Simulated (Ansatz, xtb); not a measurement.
**C3F6: which of two isomers lies lower**

Structure I: `FC(F)=C(F)C(F)(F)F`, a singlet. Structure II: `FC1(F)C(F)(F)C1(F)F`, a singlet. Both are isolated molecules in the gas phase, relaxed with PBE0-D4/def2-SVP.

Task: Estimate E(II) − E(I) at the level CCSD(T)/def2-SVP + ΔMP2/def2-TZVPP.

Result: Calculated at CCSD(T)/def2-SVP + ΔMP2/def2-TZVPP: E(II) − E(I) = +126.3 kJ/mol, so structure I lies lower.

Level by level:

```csv
level,geometry,E(II) − E(I) (kJ/mol),departure from the last row (kJ/mol),"job, with rough time for the two"
GFN2-xTB,GFN2-xTB,+83.4,−42.9,"optimisation, 0.24 s"
HF/STO-3G,GFN2-xTB,+67.1,−59.2,"single point, 1.1 s"
r2SCAN-D4/def2-SVP,GFN2-xTB,+119.2,−7.1,"single point, 5.1 s"
PBE0-D4/def2-SVP,PBE0-D4/def2-SVP,+107.8,−18.5,"optimisation, 52 s"
HF/def2-SVP,PBE0-D4/def2-SVP,+127.1,+0.8,part of the CCSD(T) run
MP2/def2-SVP,PBE0-D4/def2-SVP,+122.7,−3.6,part of the CCSD(T) run
CCSD(T)/def2-SVP,PBE0-D4/def2-SVP,+122.4,−3.9,single point
CCSD(T)/def2-SVP + ΔMP2/def2-TZVPP,PBE0-D4/def2-SVP,+126.3,,"single point, 2.3 min"
```

As drawn, II has 2 C–C in place of 1 C=C. Structure I has no ring, II a 3-membered ring.

None of the levels shown reverses the order. The largest departure from CCSD(T)/def2-SVP + ΔMP2/def2-TZVPP is that of HF/STO-3G, 59.2 kJ/mol. A small imaginary or near-zero mode remains, so no thermal terms are given. The last row adds to CCSD(T) the change of the MP2 difference between the two basis sets, here +3.9 kJ/mol.

The correlated steps freeze 9 core orbitals. Codes used: Ansatz 0.2.0, xtb 6.7.1; the last row on 2 threads of Intel(R) Xeon(R) Platinum 8259CL CPU @ 2.50GHz (Skylake/Cascade Lake) on a shared host.
